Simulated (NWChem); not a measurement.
System: digermane (Ge2H6); SMILES [GeH3][GeH3]

Input file for NWChem:

```
start job
memory heap 200 mb stack 900 mb global 1100 mb
geometry units angstroms noautosym nocenter noautoz
  Ge     0.000000     0.000000    -1.211436
  Ge     0.000000     0.000000     1.211436
  H     -1.022235     1.020031    -1.747251
  H     -0.372255    -1.395296    -1.747251
  H      1.394490     0.375266    -1.747251
  H      0.375266     1.394490     1.747251
  H      1.020031    -1.022235     1.747251
  H     -1.395296    -0.372255     1.747251
end
basis spherical
  * library def2-svpd
end
dft
  xc xcamb88 1.00 lyp 0.81 vwn_5 0.19 hfexch 1.00
  cam 0.33 cam_alpha 0.19 cam_beta 0.46
  iterations 150
end
property
  response 1 0.0
end
task dft property
```

NWChem printed, in part:

```
             Northwest Computational Chemistry Package (NWChem) 7.3.0
             --------------------------------------------------------

                             Geometry "geometry" -> ""
                             -------------------------

 Output coordinates in angstroms (scale by  1.889725989 to convert to a.u.)

  No.       Tag          Charge          X              Y              Z
 ---- ---------------- ---------- -------------- -------------- --------------
    1 Ge                  32.0000     0.00000000     0.00000000    -1.21143600
    2 Ge                  32.0000     0.00000000     0.00000000     1.21143600
    3 H                    1.0000    -1.02223500     1.02003100    -1.74725100
    4 H                    1.0000    -0.37225500    -1.39529600    -1.74725100
    5 H                    1.0000     1.39449000     0.37526600    -1.74725100
    6 H                    1.0000     0.37526600     1.39449000     1.74725100
    7 H                    1.0000     1.02003100    -1.02223500     1.74725100
    8 H                    1.0000    -1.39529600    -0.37225500     1.74725100

 Effective nuclear repulsion energy (a.u.)     322.9331469198

                              NWChem Property Module
                              ----------------------

                                 NWChem DFT Module
                                 -----------------

 Summary of "ao basis" -> "ao basis" (spherical)
 ------------------------------------------------------------------------------
       Tag                 Description            Shells   Functions and Types
 ---------------- ------------------------------  ------  ---------------------
 Ge                        def2-svpd                14       38   6s4p4d
 H                         def2-svpd                 4        8   2s2p

            General Information
            -------------------
          SCF calculation type: DFT
          Wavefunction type:  closed shell.
          No. of atoms     :     8
          No. of electrons :    70
           Alpha electrons :    35
            Beta electrons :    35
          Charge           :     0
          Spin multiplicity:     1
          Use of symmetry is: off; symmetry adaption is: off
          Maximum number of iterations: 150
          AO basis - number of functions:   124
                     number of shells:    52
          Convergence on energy requested:  1.00D-06
          Convergence on density requested:  1.00D-05
          Convergence on gradient requested:  5.00D-04

              XC Information
              --------------
                     Hartree-Fock (Exact) Exchange  1.000
                   CAM-Becke88 Exchange Functional  1.000
                      VWN V Correlation Functional  0.190 local
              Lee-Yang-Parr Correlation Functional  0.810

           Range-Separation Parameters
           ---------------------------
           Alpha           :  0.19
           Beta            :  0.46
           Gamma           :  0.33
           Short-Range HF  :     F

             Grid Information
             ----------------
          Grid used for XC integration:  medium
          Radial quadrature: Mura-Knowles
          Angular quadrature: Lebedev.
          Tag              B.-S. Rad. Rad. Pts. Rad. Cut. Ang. Pts.
          ---              ---------- --------- --------- ---------
          Ge                  1.25      112          11.0       590
          H                   0.35       45          12.0       434
          Grid pruning is: on
          Number of quadrature shells:   494
          Spatial weights used:  Erf1

      Superposition of Atomic Density Guess
      -------------------------------------

 Sum of atomic energies:       -4153.08297085

      Non-variational initial energy
      ------------------------------

 Total energy =   -4153.768059
 1-e energy   =   -6436.515031
 2-e energy   =    1959.813825
 HOMO         =      -0.315436
 LUMO         =       0.043843

   convergence    iter        energy       DeltaE   RMS-Dens  Diis-err
 ---------------- ----- ----------------- --------- --------- ---------
 d= 0,ls=0.0,diis     1  -4157.2850745739 -4.48D+03  6.07D-03  2.31D-01
 d= 0,ls=0.0,diis     2  -4157.3108108704 -2.57D-02  1.06D-03  3.98D-02
 d= 0,ls=0.0,diis     3  -4157.3130109796 -2.20D-03  2.68D-04  4.07D-03
 d= 0,ls=0.0,diis     4  -4157.3131908753 -1.80D-04  1.29D-04  3.38D-04
 d= 0,ls=0.0,diis     5  -4157.3132176188 -2.67D-05  2.37D-05  3.35D-06
 d= 0,ls=0.0,diis     6  -4157.3132184362 -8.17D-07  4.86D-06  1.03D-07

         Total DFT energy =    -4157.313218436248
      One electron energy =    -6436.429018299856
           Coulomb energy =     2116.677432862668
    Exchange-Corr. energy =     -160.494779918860
 Nuclear repulsion energy =      322.933146919799

 Numeric. integr. density =       70.000038034097

                       DFT Final Molecular Orbital Analysis
                       ------------------------------------

 Vector   33  Occ=2.000000D+00  E=-3.925043D-01
              MO Center=  1.2D-03,  1.2D-03, -3.9D-08, r^2= 5.1D+00
   Bfn.  Coefficient  Atom+Function         Bfn.  Coefficient  Atom+Function
  ----- ------------  ---------------      ----- ------------  ---------------
    85      0.237570  4 H  s                 93     -0.237910  5 H  s
   101      0.237887  6 H  s                117     -0.237593  8 H  s
    13     -0.163840  1 Ge px                14     -0.163781  1 Ge py
    51      0.163809  2 Ge px                52      0.163813  2 Ge py
    16     -0.134020  1 Ge px                17     -0.133977  1 Ge py

 Vector   34  Occ=2.000000D+00  E=-3.925042D-01
              MO Center= -1.2D-03, -1.2D-03, -3.3D-08, r^2= 5.1D+00
   Bfn.  Coefficient  Atom+Function         Bfn.  Coefficient  Atom+Function
  ----- ------------  ---------------      ----- ------------  ---------------
    77      0.274519  3 H  s                109      0.274519  7 H  s
    13     -0.163782  1 Ge px                14      0.163839  1 Ge py
    51      0.163812  2 Ge px                52     -0.163809  2 Ge py
    85     -0.137553  4 H  s                 93     -0.136966  5 H  s
   101     -0.137005  6 H  s                117     -0.137514  8 H  s

 Vector   35  Occ=2.000000D+00  E=-3.465805D-01
              MO Center=  1.8D-07,  1.8D-07,  2.1D-09, r^2= 3.5D+00
   Bfn.  Coefficient  Atom+Function         Bfn.  Coefficient  Atom+Function
  ----- ------------  ---------------      ----- ------------  ---------------
    15      0.337991  1 Ge pz                53     -0.337991  2 Ge pz
    18      0.235392  1 Ge pz                56     -0.235393  2 Ge pz
    12     -0.193257  1 Ge pz                50      0.193257  2 Ge pz
    77     -0.115016  3 H  s                 85     -0.115015  4 H  s
    93     -0.115016  5 H  s                101     -0.115016  6 H  s

 Vector   36  Occ=0.000000D+00  E= 2.534573D-02
              MO Center= -1.4D-08, -2.0D-08, -5.0D-07, r^2= 1.2D+01
   Bfn.  Coefficient  Atom+Function         Bfn.  Coefficient  Atom+Function
  ----- ------------  ---------------      ----- ------------  ---------------
     5      3.000110  1 Ge s                 43     -3.000109  2 Ge s
     6     -2.898861  1 Ge s                 44      2.898860  2 Ge s
    78     -0.439791  3 H  s                 86     -0.439792  4 H  s
    94     -0.439791  5 H  s                102      0.439791  6 H  s
   110      0.439791  7 H  s                118      0.439792  8 H  s

 Vector   37  Occ=0.000000D+00  E= 2.916712D-02
              MO Center= -3.8D-07, -3.7D-07,  4.5D-07, r^2= 1.0D+01
   Bfn.  Coefficient  Atom+Function         Bfn.  Coefficient  Atom+Function
  ----- ------------  ---------------      ----- ------------  ---------------
     5      2.819636  1 Ge s                 43      2.819638  2 Ge s
     6     -2.015573  1 Ge s                 44     -2.015574  2 Ge s
    18     -0.478645  1 Ge pz                56      0.478645  2 Ge pz
    78     -0.392829  3 H  s                 86     -0.392822  4 H  s
    94     -0.392822  5 H  s                102     -0.392822  6 H  s

 Vector   38  Occ=0.000000D+00  E= 5.986387D-02
              MO Center=  2.2D-03,  2.2D-03,  5.6D-09, r^2= 6.1D+00
   Bfn.  Coefficient  Atom+Function         Bfn.  Coefficient  Atom+Function
  ----- ------------  ---------------      ----- ------------  ---------------
    34      0.363212  1 Ge d -2              72     -0.363212  2 Ge d -2
    37      0.182360  1 Ge d  1              73     -0.182356  2 Ge d -1
    35      0.179958  1 Ge d -1              75     -0.179962  2 Ge d  1
    77     -0.179372  3 H  s                109      0.179372  7 H  s
    14      0.116472  1 Ge py                51     -0.116474  2 Ge px

     Multipole analysis of the density
     ---------------------------------

     L   x y z        total         alpha         beta         nuclear
     -   - - -        -----         -----         ----         -------
     0   0 0 0     -0.000000    -35.000000    -35.000000     70.000000

     1   1 0 0     -0.000000     -0.000001     -0.000001      0.000002
     1   0 1 0     -0.000000     -0.000001     -0.000001      0.000002
     1   0 0 1     -0.000000     -0.000000     -0.000000      0.000000

     2   2 0 0    -29.767560    -26.054568    -26.054568     22.341576
     2   1 1 0      0.000003      0.000004      0.000004     -0.000006
     2   1 0 1     -0.000002     -0.000004     -0.000004      0.000006
     2   0 2 0    -29.767559    -26.054568    -26.054568     22.341576
     2   0 1 1      0.000002      0.000004      0.000004     -0.000006
     2   0 0 2    -30.475284   -215.649799   -215.649799    400.824315

 *** CALLING NEW AORESP DRIVER FOR CLOSED AND OPEN SHELLS ***
 Entering AOResponse driver routine

--------------------------------------------------------------------------------

          -----------------------------------------------
          Solving response equations for perturbing field
          -----------------------------------------------

 number of frequencies:     1
 frequency in a.u.:  0.0000000E+00
 Perturbing field: electric
 Using El. Dipole Length Gauge

 Setting up CPKS with frequency omega =      0.00000000 a.u.

 STATIC response

                                NWChem CPHF Module
                                ------------------

  scftype          =     RHF
  nclosed          =       35
  nopen            =        0
  variables        =     3115
  # of vectors     =        3
  tolerance        = 0.10D-03
  level shift      = 0.00D+00
  max iterations   =       50
  max subspace     =       30

 SCF residual:    6.9673690621775475E-005

Iterative solution of linear equations
  No. of variables     3115
  No. of equations        3
  Maximum subspace       30
        Iterations       50
       Convergence  1.0D-04

   iter   nsub   residual    time
   ----  ------  --------  ---------
     1      3    1.14D+00     202.0
     2      6    5.97D-01     230.0
     3      9    4.68D-01     258.2
     4     12    1.69D-01     277.3
     5     15    2.51D-02     303.5
     6     18    8.18D-04     330.1
     7     21    4.98D-05     357.7

 Electric Dipole Response Matrix (nonzero elements):

              1        2        3
    1   61.9526  -0.0000   0.0000
    2   -0.0000  61.9526  -0.0000
    3    0.0000  -0.0000  83.8193

 ------------------------------------------
 average:        69.24149 + I       0.00000

 DFT Linear Response polarizability / au
 Frequency  =       0.0000000 / au
              X              Y              Z
 -----------------------------------------------
 X      61.9525719     -0.0000199      0.0000095
 Y      -0.0000199     61.9525720     -0.0000094
 Z       0.0000095     -0.0000094     83.8193369
 -----------------------------------------------
 Eigenvalues =      61.9525520     61.9525919     83.8193369
 Isotropic   =      69.2414936
 Anisotropic =      21.8667650
 -----------------------------------------------

 Magnetic Dipole Response Matrix (nonzero elements):

 Exiting AOResponse driver routine
```

Level: CAM-B3LYP/def2-SVPD. The geometry was optimised at PBE0/def2-SVP.
